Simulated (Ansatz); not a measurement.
Task: Name a neutral molecule of C, S, Si and H with HOMO energy (ωB97M-V/def2-TZVPP) between -8.00 and -7.70 eV and HOMO energy (B3LYP/def2-TZVPP) between -5.95 and -5.65 eV (Ansatz, PBE0-D4/def2-TZVP geometry).

Result: `CC1[SiH2]C1=S` (-7.99 eV, -5.67 eV). Other molecules can fit too; these were computed, each in one conformer that needn't be the lowest.

B3LYP here is the variant with VWN-RPA as its local correlation; programs differ in this.
